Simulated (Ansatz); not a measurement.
A nudged elastic band was laid between two geometries of AlF$_{2}$H$_{3}$Si (7 atoms, charge 0, multiplicity 1).

Level of theory: Ansatz 0.2.0, RKS PBE0/cc-pVDZ.

```json
{"movable images": "5", "climbing image": "yes", "spring": "5.0 eV/Å²", "optimiser": "quadratic models (default)", "start path": "IDPP", "force threshold": "0.05 eV/Å", "iteration limit": "60", "end points": "relaxed"}
```

First end point:

```xyz
7
Properties=species:S:1:pos:R:3
F 1.179 -0.630 2.328
Al 0.632 -0.930 0.761
F 0.908 -2.483 0.159
Si -0.489 0.740 -0.598
H 0.334 1.002 -1.824
H -0.678 2.020 0.156
H -1.825 0.212 -1.027
```

Last end point:

```xyz
7
Properties=species:S:1:pos:R:3
F 2.287 -1.009 0.983
Al 0.615 -0.931 0.775
F -0.297 -2.084 1.603
Si -0.457 0.733 -0.632
H 0.552 1.676 -1.212
H -1.451 1.506 0.181
H -1.187 0.041 -1.744
```

Question: Which bonds break or form, and what moves?

Answer: No bond is made or broken. The dihedral F3–Al2–Si4–H6 goes from 178 to 57°. The two ends are copies of one structure, up to a mirror image or an exchange of like atoms.

Question: Give the energies along the band, and the barrier.

Answer: The forces met the threshold. The highest image is number 4 of 0 to 6, 0.000 eV above the ends, which have the same energy within 2 meV. The top lies less than 8 meV above the higher end, about what the thresholds resolve: the motion is nearly free. A vibrational analysis at the climbing image gives one clearly imaginary mode, 44i cm⁻¹: a first-order saddle point.

```json
{"image": "0", "path coordinate (Å)": "0.00", "energy (eV)": "0.000", "dihedral F3–Al2–Si4–H6 (°)": "178"}
{"image": "1", "path coordinate (Å)": "0.54", "energy (eV)": "0.000", "dihedral F3–Al2–Si4–H6 (°)": "159"}
{"image": "2", "path coordinate (Å)": "1.08", "energy (eV)": "0.000", "dihedral F3–Al2–Si4–H6 (°)": "139"}
{"image": "3", "path coordinate (Å)": "1.62", "energy (eV)": "0.000", "dihedral F3–Al2–Si4–H6 (°)": "118"}
{"image": "4", "path coordinate (Å)": "2.16", "energy (eV)": "0.000", "dihedral F3–Al2–Si4–H6 (°)": "98"}
{"image": "5", "path coordinate (Å)": "2.71", "energy (eV)": "0.000", "dihedral F3–Al2–Si4–H6 (°)": "77"}
{"image": "6", "path coordinate (Å)": "3.27", "energy (eV)": "0.000", "dihedral F3–Al2–Si4–H6 (°)": "57"}
```

Question: What is the geometry of the highest image?

Answer: 
```xyz
7
Properties=species:S:1:pos:R:3
F 2.068 -0.625 1.557
Al 0.613 -0.943 0.762
F -0.059 -2.470 1.020
Si -0.468 0.722 -0.639
H 0.557 1.506 -1.398
H -1.230 1.663 0.247
H -1.421 0.078 -1.596
```

Run time: 4.2 min on 1 thread of Intel(R) Xeon(R) Processor @ 2.50GHz (Skylake/Cascade Lake), on a shared host, peak memory 0.17 GiB.
